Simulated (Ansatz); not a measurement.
Problem. Name a neutral molecule of B, F, Ga, Ge and H with zero-point energy (PBE0-D4/def2-TZVP) between 99 and 115 kJ/mol and HOMO–LUMO gap (PBE/def2-TZVPP) between 2.65 and 2.95 eV (Ansatz, PBE0-D4/def2-TZVP geometry).

Solution. `[BH2][GeH]([F])[GaH2]` (114.1 kJ/mol, 2.69 eV). Other molecules can fit too; these were computed, each in one conformer that needn't be the lowest.
